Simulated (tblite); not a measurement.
C5H8OSSi.
SMILES with atom numbers: `[CH2:1]=[C:2]([CH3:3])[Si@H:4]1[O:5][CH:6]=[CH:7][S:8]1` (hydrogens: H9, H10 on C1; H11, H12, H13 on C3; H14 on Si4; H15 on C6; H16 on C7)

The geometry is computed with GFN2-xTB (gas phase).

Task: Give the optimised bond lengths and angles.

Result: 
| bond | length (pm) |
| --- | --- |
| C1=C2 | 132.8 |
| C2–C3 | 149.6 |
| C2–Si4 | 188.0 |
| Si4–O5 | 163.9 |
| O5–C6 | 135.7 |
| C6=C7 | 132.6 |
| C7–S8 | 175.1 |
| Si4–S8 | 216.8 |
| C1–H9 | 107.7 |
| C1–H10 | 108.0 |
| C3–H11, C3–H12, C3–H13 | 108.8 |
| Si4–H14 | 146.1 |
| C6–H15 | 107.8 |
| C7–H16 | 107.2 |

Bonds in one row agree within 1 pm and their mean is given. A selection of angles:
| angle | degrees |
| --- | --- |
| C2–C1–H9 | 121.9 |
| C2–C1–H10 | 121.9 |
| H9–C1–H10 | 116.2 |
| C1–C2–C3 | 122.0 |
| C1–C2–Si4 | 122.5 |
| C3–C2–Si4 | 115.5 |
| C2–C3–H11 | 111.3 |
| C2–C3–H12 | 110.0 |
| H11–C3–H12 | 108.9 |
| H12–C3–H13 | 107.6 |
| C2–Si4–O5 | 112.3 |
| C2–Si4–S8 | 115.1 |
| C2–Si4–H14 | 114.3 |
| O5–Si4–S8 | 95.2 |
| O5–Si4–H14 | 109.0 |
| S8–Si4–H14 | 109.2 |
| Si4–O5–C6 | 117.3 |
| O5–C6–C7 | 119.8 |
| O5–C6–H15 | 114.7 |
| C7–C6–H15 | 125.5 |
| C6–C7–S8 | 117.5 |
| C6–C7–H16 | 125.4 |
| S8–C7–H16 | 117.1 |
| Si4–S8–C7 | 90.0 |

Torsions: C1–C2–Si4–O5 -17° (synperiplanar); C2–Si4–O5–C6 123° (anticlinal); Si4–O5–C6–C7 -3° (synperiplanar); O5–C6–C7–S8 0° (synperiplanar); C6–C7–S8–Si4 1° (synperiplanar); C2–Si4–S8–C7 -120° (anticlinal).

Si4 (oxygen-bound silicon) has angles from 95.2° to 115.1°. Of the pairs four or more bonds apart, H10···H11 is among the closest relative to their van der Waals radii: 2.38 Å, 99 % of the sum of Bondi's values. The 5-membered ring Si4–O5–C6–C7–S8 has internal angles of 90.0° to 119.8° (sum 540°, against 540° for a flat polygon); it is almost planar, 0.02 Å rms from its mean plane, widest ring torsion 3°. The C–C distances run from 1.326 Å (C6=C7, drawn double) to 1.496 Å (C2–C3, drawn single), a spread of 0.170 Å.

Point group: C1 (no symmetry element, even within 0.4 Å). Its GFN2-xTB frequencies are all real (lowest 23 cm⁻¹). One conformer, not necessarily the lowest. 3 starts were optimised and ended at 0.00, 0.00 and 0.21 kcal/mol (GFN2-xTB); the lowest of these is shown.
